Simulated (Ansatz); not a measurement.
`B[SiH2]CS` and `B[SiH2]CF` differ in one atom or group.

Ansatz, PBE0-D4/def2-TZVP geometries, multiplicity 1. Each molecule was computed in one conformer, which needn't be the lowest.

```tsv
property	`B[SiH2]CS`
size of the dipole moment (B3LYP/def2-TZVPP) / D	1.83
size of the dipole moment (ωB97M-V/def2-TZVPP) / D	1.86
LUMO energy (PBE0/def2-TZVPP) / eV	-2.54
HOMO energy (B3LYP/def2-TZVPP) / eV	-6.61
LUMO energy (ωB97M-V/def2-TZVPP) / eV	-0.58
zero-point energy (PBE0-D4/def2-TZVP) / kJ/mol	191.7
```

(1) What does the change do to each property? (An estimate is asked.)

Results:

(1) The calculation gave: 
```csv
property,`B[SiH2]CF`,shift
size of the dipole moment (B3LYP/def2-TZVPP) / D,1.93,0.10
size of the dipole moment (ωB97M-V/def2-TZVPP) / D,1.95,0.09
LUMO energy (PBE0/def2-TZVPP) / eV,-2.62,-0.08
HOMO energy (B3LYP/def2-TZVPP) / eV,-8.10,-1.49
LUMO energy (ωB97M-V/def2-TZVPP) / eV,-0.66,-0.08
zero-point energy (PBE0-D4/def2-TZVP) / kJ/mol,173.2,-18.5
```

With PBE0 the HOMO falls by 1.46 eV and the LUMO falls by 0.08 eV, so the gap widens by about 1.38 eV. PBE moves the HOMO by -1.27 eV and ωB97M-V by -1.45 eV. The zero-point energy changes by -18.5 kJ/mol with -3 modes. Dipoles are sizes alone; their direction can turn.

B3LYP here is the variant with VWN-RPA as its local correlation; programs differ in this.
